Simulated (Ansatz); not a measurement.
A run for Ansatz (a program for electronic structure): U-r2SCAN/def2-TZVPP on HOSi (SMILES O=[SiH]), 2S+1 = 2, atoms moved off the minimum.

Ansatz 0.2 input:
```yaml
crystal:
  periodic: [false, false, false]
  atoms:
    - {symbol: O, position_ang: [0.88022588, -0.49810145, 0.01169757]}
    - {symbol: Si, position_ang: [-0.38693763, 0.34241245, -0.04497626]}
    - {symbol: H, position_ang: [-1.73739222, -0.42189640, -0.04002056]}
basis:
  gaussian:
    orbitals: def2-TZVPP
hamiltonian:
  xc: {name: r2SCAN}
magnetization: {spin_polarized: true, initial_magnetization: 1}
output: {forces: true}
```

It printed:

```
WARN ansatz: RAYON_NUM_THREADS=1 ignored (pool sized by the plan → 1); use --threads N
Functional definition: r2SCAN
integrals: 0.02 GiB planned
498 factors; their error is unknown
mean field: 0.23 GiB planned
mean field evaluation 1: about -9929.7114 eV, gradient 5.0e1 eV
mean field evaluation 2: about -9783.7036 eV, gradient 1.4e2 eV
mean field evaluation 4: about -9938.6222 eV, gradient 7.6e0 eV
mean field evaluation 8: about -9938.9347 eV, gradient 5.4e-2 eV
mean field evaluation 16: about -9938.9176 eV, gradient 1.0e-4 eV
mean field -9938.91759264 eV, -365.2484846894 hartree, gradient 3.7e-5 eV, S^2 0.759798; 0 other end points of the search recorded, 0 dependent functions left out
the calculation of the forces begins
reference -9938.91760333 eV, -365.2484850820 hartree; 12, 11 occupied and 75, 76 virtual orbitals, 498 factors
Total energy: -9938.91760333 eV, -365.2484850820 hartree
Atom 0 at     0.880226    -0.498101     0.011698 Å, force     0.363596    -0.161073     0.013108 eV/Å
Atom 1 at    -0.386938     0.342412    -0.044976 Å, force    -0.572669    -0.032415    -0.009382 eV/Å
Atom 2 at    -1.737392    -0.421896    -0.040021 Å, force     0.209074     0.193489    -0.003726 eV/Å
Dipole moment:    -0.564562     0.320015    -0.023106 e Å
```

The calculation finished and met its thresholds.

Cost: roughly 2.4 core-seconds.
